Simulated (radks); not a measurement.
These are the eigenvalues of the occupied orbitals of an atom or ion with whole-number occupations (eV). Method: non-relativistic Kohn-Sham, PBEsol, spin-unpolarised, spherical densities, point nucleus; computed with a radial shooting solver on a logarithmic mesh with Libxc functionals.

orbital  eigenvalue
1s        -6426.203
2s        -792.1498
2p        -687.7781
3s        -140.4768
3p        -110.1777
3d         -60.9950

Which element is it, and in what charge state? The configuration may be excited.

Answer. Z = 25, manganese, charge +4: Mn4+ in [Ar] 3d3. The list shows which subshells hold electrons but not how many an open one holds; the 1s level, -236.16 hartree, gives Z - s = 21.7 by -(Z - s)^2/2, which with screening narrows Z to a few neighbours, and the depths of the outer levels then fix element, charge and occupations together.
